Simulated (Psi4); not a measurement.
Psi4 input (wB97X-D/6-31G*):

```
memory 1500 MB

molecule {
-1 1
O     1.42900200    0.33684500   -0.85309600
Si    0.13788900    0.03250300   -0.08231800
F     0.19104700   -1.14820500    1.03717100
F    -0.51648700    1.23814800    0.79424800
F    -1.15927800   -0.43992100   -0.94506200
symmetry c1
no_reorient
no_com
}

set {
  basis 6-31G*
  reference rks
  scf_type pk
  dft_radial_points 99
  dft_spherical_points 590
  e_convergence 1e-8
  d_convergence 1e-7
  maxiter 150
}

e = energy('wb97x-d')
print_out(f'\nFINAL {e:.10f} DIPOLE {variable("CURRENT DIPOLE")[0]:.6f} {variable("CURRENT DIPOLE")[1]:.6f} {variable("CURRENT DIPOLE")[2]:.6f}\n')
```

From the output:

```
    One-Electron Energy =               -1444.4694591578795553
    Two-Electron Energy =                 568.7613260686325702
    DFT Exchange-Correlation Energy =     -43.8814141564926317
    Empirical Dispersion Energy =          -0.0007910139384759
    VV10 Nonlocal Energy =                  0.0000000000000000
    Total Energy =                       -664.3937163380022639

Computation Completed

Properties will be evaluated at   0.000000,   0.000000,   0.000000 [a0]

Properties computed using the SCF density matrix

 Multipole Moments:

 ------------------------------------------------------------------------------------
     Multipole            Electronic (a.u.)      Nuclear  (a.u.)        Total (a.u.)
 ------------------------------------------------------------------------------------

 L = 1.  Multiply by 2.5417464519 to convert [e a0] to [Debye]
 Dipole X            :         -0.9539528            0.0000000           -0.9539528
 Dipole Y            :         -0.2248770            0.0000000           -0.2248770
 Dipole Z            :          0.5695091           -0.0000132            0.5694959
 Magnitude           :                                                    1.1335437

 ------------------------------------------------------------------------------------

FINAL -664.3937163380 DIPOLE -0.953953 -0.224877 0.569496

*** Psi4 exiting successfully. Buy a developer a beer!
```

The dipole moment of an ion depends on the origin.

The geometry given is a B3LYP-D3(BJ)/def2-TZVP minimum.
